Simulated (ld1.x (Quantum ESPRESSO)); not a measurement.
**Before and after: TM potential for Zn**

zinc (Zn), norm-conserving Troullier–Martins (Kleinman–Bylander form), made with ld1.x (Quantum ESPRESSO) 7.5 (PBE, scalar-relativistic). Core [Ar], reference 3d9 4s0 4p0 (charge +3). Waves: 4s (bound, empty): rc 1.85 bohr; 4p (bound, empty): rc 2.25 bohr; 3d (bound): rc 0.70 bohr. Local part: the d channel. Core correction: none.

Change: core correction a·sin(br)/r model core inside 0.40 bohr.

Cutoffs: the cutoffs (Ry, on a coarse ladder) from which the occupation-weighted sum of valence levels, in a spherical-Bessel basis at the reference potential, stays within 10 and 1 mRy of its value at 400 Ry; they do not see the model core or the augmentation charge, which bear on the density cutoff. Errors are all-electron minus pseudo energies relative to the spin-unpolarised reference configuration.

**Question.** Predict the effect on cutoff, ghosts and configuration errors.

**Answer.** Both files keep a bound ghost (p, s); of the 7 tests that both files solve, the error grows in 1 and shrinks in 6 by more than 15 % and 0.3 meV (median size 259.5 → 42.7 meV). A model core, the more so a compact one, raises the density cutoff, which this test does not measure.

| quantity | base | changed |
| --- | --- | --- |
| cutoff, loose | over 300 Ry | over 300 Ry |
| cutoff, tight | over 300 Ry | over 300 Ry |
| bound ghosts | s, p | s, p |
| error for 3d10 4s2 4p0, meV [ΔE -68.86 eV] | +460 | +119 |
| error for 3d10 4s1 4p0, meV [ΔE -58.98 eV] | +210 | -9.9 |
| error for 3d10 4s0 4p0, meV [ΔE -40.53 eV] | -83 | -176 |
| error for 3d10 4s1.5 4p0, meV [ΔE -64.92 eV] | +346 | +61 |
| error for 3d9 4s2 4p0, meV [ΔE -50.96 eV] | +259 | +18 |
| error for 3d10 4s1 4p1, meV [ΔE -63.78 eV] | +303 | +43 |
| error for 3d10 4s0 4p2, meV [ΔE -58.31 eV] | +163 | -28 |
| s: phases at 2.44 bohr within 0.05 rad from the reference energy up to (Ry; the scan ends near 5) | -1.9 | -1.9 |
| p: phases at 2.44 bohr within 0.05 rad from the reference energy up to (Ry; the scan ends near 5) | 1.1 | 1.1 |
| d: phases at 2.44 bohr within 0.05 rad from the reference energy up to (Ry; the scan ends near 5) | to the end of the scan | to the end of the scan |

 A true bound ghost makes a file unfit for plane-wave use even where its test errors are small: the radial tests pick states by their node count and pass the ghost by.
